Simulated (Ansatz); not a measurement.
Al₃Ga₂⁺, relaxed as a singlet with RKS r2SCAN-D4/def2-SVP in Ansatz, starting from the GFN1-xTB geometry. Force threshold 0.02 eV/Å.

The restricted singlet is unstable towards broken spin symmetry in Hartree–Fock (as tested in another run); at r2SCAN-D4/def2-SVP this wasn't settled. Another isomer (singlet) lies 0.06 eV lower at PBE0-D4/def2-TZVP; other spin states weren't run for this one.

Start:

```
atom   x (Å)   y (Å)   z (Å)
 Al1   0.458  -1.552  -1.715
 Al2   2.023   0.251  -1.209
 Al3  -1.148   0.218   2.722
 Ga4   0.113   1.440   0.349
 Ga5  -1.446  -0.357  -0.146
```

```
         step   energy (eV)  largest force component (eV/Å)  SCF passes
            1  -124516.3839                           0.779          36
            2  -124516.5391                           0.838          28
            3  -124516.7903                           0.875          27
            4  -124516.9138                           0.436          28
            5  -124516.9483                           0.153          29
            6  -124516.9634                           0.095          27
            7  -124516.9847                           0.052          28
 8 (rejected)  -124516.9776                           0.322          28
            9  -124516.9915                           0.036          26
           10  -124516.9934                           0.067          26
11 (rejected)  -124516.9909                           0.072          23
           12  -124516.9944                           0.004          26
```

Force components are those of the run's own axes.

End:

```xyz
5

Al    0.1625   -1.4197   -1.7654
Al    1.8254    0.5272   -1.2173
Al   -1.4039    0.6197    2.0878
Ga    0.5795    1.1540    0.7353
Ga   -1.1634   -0.8811    0.1597
```

By distances, no bond broke or formed. The bond that changes most is Al3–Ga4, from 2.95 to 2.46 Å (atoms count from 1).

No frequencies were taken in this run, so the end may be a saddle point.

It took 23 s on 4 threads of Arm Neoverse V2 on a shared host.
